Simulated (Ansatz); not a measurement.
Start from `[Cl][AlH][SiH]1CO1` and change one atom or group to get `Cl[SiH]1CO1`.

Ansatz, PBE0-D4/def2-TZVP geometries, multiplicity 1. Each molecule was computed in one conformer, which needn't be the lowest.

| property | `[Cl][AlH][SiH]1CO1` |
| --- | --- |
| LUMO energy (PBE/def2-TZVPP) / eV | -3.16 |
| HOMO energy (PBE0/def2-TZVPP) / eV | -7.43 |
| HOMO–LUMO gap (PBE/def2-TZVPP) / eV | 3.12 |
| zero-point energy (PBE0-D4/def2-TZVP) / kJ/mol | 126.4 |
| ideal-gas entropy at 298 K and 1 bar (rigid rotor, harmonic PBE0-D4/def2-TZVP) / J/(mol·K) | 368 |
| size of the dipole moment (B3LYP/def2-TZVPP) / D | 2.31 |

(1) Give the same properties after the change, and the shifts. (Best estimate.)

Results:

(1) Ansatz gave: 
| property | `Cl[SiH]1CO1` | shift |
| --- | --- | --- |
| LUMO energy (PBE/def2-TZVPP) / eV | -1.18 | 1.98 |
| HOMO energy (PBE0/def2-TZVPP) / eV | -7.89 | -0.46 |
| HOMO–LUMO gap (PBE/def2-TZVPP) / eV | 5.41 | 2.29 |
| zero-point energy (PBE0-D4/def2-TZVP) / kJ/mol | 107.9 | -18.5 |
| ideal-gas entropy at 298 K and 1 bar (rigid rotor, harmonic PBE0-D4/def2-TZVP) / J/(mol·K) | 298 | -70 |
| size of the dipole moment (B3LYP/def2-TZVPP) / D | 1.75 | -0.56 |

With PBE0 the HOMO falls by 0.46 eV and the LUMO rises by 2.13 eV, so the gap widens by about 2.59 eV. PBE moves the HOMO by -0.32 eV and ωB97M-V by -0.59 eV. The zero-point energy changes by -18.5 kJ/mol with -6 modes. Dipoles are sizes alone; their direction can turn. Modes under 60 cm⁻¹, often nearly free rotors, make the harmonic entropy too high.

B3LYP here is the variant with VWN-RPA as its local correlation; programs differ in this.
